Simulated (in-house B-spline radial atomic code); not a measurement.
Atomic self-consistent-field run: Pr⁸⁺ (an excited or competing configuration). Method: Dirac-Hartree-Fock, average of the jj configuration, Fermi nucleus of rms radius 4.8919 fm. Calculated with a B-spline radial code for spherical atoms.

In the input, a minus or plus after the letter marks the j = l - 1/2 or j = l + 1/2 subshell.

Command:
```bash
python run_scf.py task.json out
```
Settings (nuclear radius in fm, mass in u):
```
Z                59
configuration    1s2 2s2 2p6 3s2 3p6 3d10 4s2 4p6 4d10 4f-1 5s2 5p-1 5g-1
hamiltonian      dirac
method           hf
spin_polarised   False
nucleus          fermi
rms_radius       4.8919
atomic_mass      140.90766
speed_of_light   137.035999084
```

Output (hartree, bohr):
```
 radial grid: 66 intervals, B-splines of order 8, outer radius 16.6667 bohr

 iter        energy (Eh)    residual
    1       -9182.210307    1.54e+00
    2       -9212.794094    7.82e-01
    3       -9219.234567    2.36e-01
    4       -9219.858416    7.30e-02
    5       -9219.913931    2.80e-02
    6       -9219.924436    1.31e-03
    7       -9219.924461    3.86e-04
    8       -9219.924462    2.83e-05
    9       -9219.924462    8.05e-07
   10       -9219.924462    3.63e-08

 total energy                     -9219.92446
 kinetic                            9917.4373
 electron-nucleus                 -22261.2115
 electron-electron                  3123.8498

 first-order corrections (not in the total)
   Gaunt                             8.7507
   retardation                      -0.9128
   frequency dependence             -0.1028
   self-energy                       6.0385
   Uehling                          -0.9039
   Wichmann-Kroll                    0.0249
   recoil                            0.0236

 orbital      occ     eigenvalue          <r>       <r^2>       <1/r>       r_max    small
 1s1/2      2.000     -1556.7727     0.024089 0.000789353     64.6856     0.01541  4.78e-02
 2s1/2      2.000      -258.5277     0.102465   0.0124517     15.3009     0.08731  1.04e-02
 2p1/2      2.000      -243.9657     0.086146   0.0091531     15.2412     0.06659  1.04e-02
 2p3/2      4.000      -226.1818    0.0924136   0.0104031     13.7626      0.0719  9.79e-03
 3s1/2      2.000       -61.3113     0.270779   0.0839075     5.55271      0.2486  3.24e-03
 3p1/2      2.000       -55.0978     0.260984   0.0791588     5.45364      0.2359  3.17e-03
 3p3/2      4.000       -51.4749      0.27298   0.0864032     5.08767      0.2472  3.00e-03
 3d3/2      4.000       -40.7875     0.244556   0.0704732     4.94118      0.1986  2.86e-03
 3d5/2      6.000       -40.0003       0.2482    0.072435     4.85007      0.2018  2.81e-03
 4s1/2      2.000       -16.6727     0.617471     0.42924     2.29538      0.5768  9.92e-04
 4p1/2      2.000       -14.2650     0.635146    0.457616     2.19007      0.5858  9.24e-04
 4p3/2      4.000       -13.4215     0.660295    0.494164     2.07573      0.6092  8.72e-04
 4d3/2      4.000        -9.4116     0.703619    0.570254     1.87213      0.6258  7.34e-04
 4d5/2      6.000        -9.1997     0.711937    0.583206       1.843      0.6335  7.19e-04
 4f5/2      1.000        -4.8992     0.834104    0.831057     1.46472      0.6448  4.72e-04
 5s1/2      2.000        -5.5483      1.34413     2.00753    0.993567        1.27  2.75e-04
 5p1/2      1.000        -4.8913       1.4318     2.28326    0.927125       1.349  2.48e-04
 5g7/2      1.000        -1.6527       2.9144     9.34306    0.382235        2.65  4.88e-05
```

Run time, properties included: 1.4 s on 1 thread of Arm Neoverse V1 (shared host).

For the Dirac Hamiltonian the kinetic term is c α·p + (β - 1)c².
